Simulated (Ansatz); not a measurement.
The cluster Si2Se. Total charge 0; quintet. Geometry PBE-D4/def2-TZVP; atoms count from 1.

```xyz
3

Si    1.351   -0.142   -0.102
Si   -0.801   -1.100   -0.045
Se   -0.550    1.242    0.147
```

At PBE0-D4/def2-TZVP a singlet of charge 0 lies 3.35 eV below the quintet, each at its own geometry. The structure comes from a short search, and lower isomers may exist.

Question: Estimate the Mulliken populations from the PBE0/def2-TZVP orbitals of Ansatz.

Answer: 
```tsv
atom	charge (e)	spin (α − β)
Si1	0.04	1.67
Si2	0.04	1.67
Se3	-0.08	0.66
```
Mulliken values depend strongly on the basis.

Question: Where does the spin sit?

Answer: Summed by element: Si 3.34, Se 0.66, of 4 unpaired in all. Largest on single atoms: Si1 1.67, Si2 1.67, Se3 0.66.

Question: And the Mayer bond orders between heavy atoms (over 0.3)?

Answer: Si1–Si2 1.00 (2.36 Å); Si1–Se3 1.07 (2.36 Å); Si2–Se3 1.07 (2.36 Å).
